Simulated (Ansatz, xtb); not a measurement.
## Two isomers of C4H6O2Se

We compare X, `C[Se]/C=C/C(=O)O`, a singlet, with Y, `C=C([Se]C)C(=O)O`, a singlet. Both are isolated molecules in the gas phase, relaxed with PBE0-D3(BJ)/def2-SVP, each in the lowest conformer that the search found.

Quicker runs give these differences E(Y) − E(X): GFN2-xTB +4.4 kcal/mol; HF/STO-3G +5.3 kcal/mol (at GFN2-xTB geometries); r2SCAN-D4/def2-SVP +5.6 kcal/mol (at GFN2-xTB geometries).

**Question.** Estimate E(Y) − E(X) at the level CCSD(T)/def2-SVP + ΔMP2/def2-TZVPP.

**Answer.** Calculated at CCSD(T)/def2-SVP + ΔMP2/def2-TZVPP: E(Y) − E(X) = +2.9 kcal/mol, so structure X lies lower.

Level by level:

| level | geometry | E(Y) − E(X) (kcal/mol) | departure from the last row (kcal/mol) | job, with rough time for the two |
| --- | --- | --- | --- | --- |
| GFN2-xTB | GFN2-xTB | +4.4 | +1.6 | optimisation, 0.3 s |
| HF/STO-3G | GFN2-xTB | +5.3 | +2.5 | single point, 0.4 s |
| r2SCAN-D4/def2-SVP | GFN2-xTB | +5.6 | +2.8 | single point, 3.4 s |
| PBE0-D3(BJ)/def2-SVP | PBE0-D3(BJ)/def2-SVP | +4.1 | +1.2 | optimisation, 50 s |
| HF/def2-SVP | PBE0-D3(BJ)/def2-SVP | +3.7 | +0.8 | part of the CCSD(T) run |
| MP2/def2-SVP | PBE0-D3(BJ)/def2-SVP | +2.5 | −0.4 | part of the CCSD(T) run |
| CCSD(T)/def2-SVP | PBE0-D3(BJ)/def2-SVP | +2.1 | −0.8 | single point |
| CCSD(T)/def2-SVP + ΔMP2/def2-TZVPP | PBE0-D3(BJ)/def2-SVP | +2.9 |  | single point, 85 s |

As drawn, both hold the same kinds of bond in the same numbers.

None of the levels shown reverses the order. The largest departure from CCSD(T)/def2-SVP + ΔMP2/def2-TZVPP is that of r2SCAN-D4/def2-SVP, 2.8 kcal/mol. The last row adds to CCSD(T) the change of the MP2 difference between the two basis sets, here +0.8 kcal/mol.

With thermal terms from frequencies at re-optimised GFN2-xTB minima (ideal gas, soft modes damped towards free rotors, one conformer each, 298.15 K, 1 atm): on the last row, ΔE + ΔZPE = +2.8, ΔH = +2.7, ΔG = +3.1 kcal/mol.

The correlated steps freeze 15 core orbitals; the filled d shell of Se is correlated, in a basis made for valence electrons. Run with Ansatz 0.2.0, xtb 6.7.1; the last row on 4 threads of Arm Neoverse V2 on a shared host.
